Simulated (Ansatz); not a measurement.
This geometry of CH4BFN (8 atoms, charge 1, multiplicity 1) is a first-order saddle point.

These are results of RKS PBE-D4/def2-SVP in Ansatz 0.2.0, not measurements.

```xyz
8
Properties=species:S:1:pos:R:3
C 0.846 0.643 -0.653
N 0.326 0.029 0.354
B -1.076 -0.626 0.414
F -1.106 -1.879 0.084
H 1.857 1.083 -0.584
H 0.277 0.736 -1.597
H 0.897 -0.021 1.219
H -2.021 0.034 0.764
```

Question: Which two structures does it join? (They come from a converged band through this point; their orientation in space is the band's.)

Answer: No bond is made or broken. The dihedral C1–N2–B3–F4 goes from 180 to 0°.

Initial state:

```xyz
8
Properties=species:S:1:pos:R:3
C 0.663 0.955 -0.418
N 0.424 -0.156 0.200
B -0.953 -0.819 0.264
F -0.984 -1.930 0.931
H 1.680 1.388 -0.431
H -0.166 1.472 -0.937
H 1.215 -0.625 0.680
H -1.880 -0.284 -0.289
```

Final state:

```xyz
8
Properties=species:S:1:pos:R:3
C 0.683 0.935 -0.403
N 0.434 -0.174 0.214
B -0.947 -0.847 0.284
F -1.889 -0.206 -0.341
H 1.703 1.362 -0.412
H -0.143 1.454 -0.925
H 1.221 -0.644 0.696
H -1.063 -1.880 0.887
```

Question: How far does it lie above each of them?

Answer: 0.258 eV above the first and 0.228 eV above the second. This is the barrier of this one path; another mechanism may lie lower. Limits of this set-up: the dipole of an ion depends on the origin.

The run took 56 s on 1 thread of Intel(R) Xeon(R) Platinum 8488C (Sapphire Rapids), with other jobs on the host, peak memory 0.15 GiB.
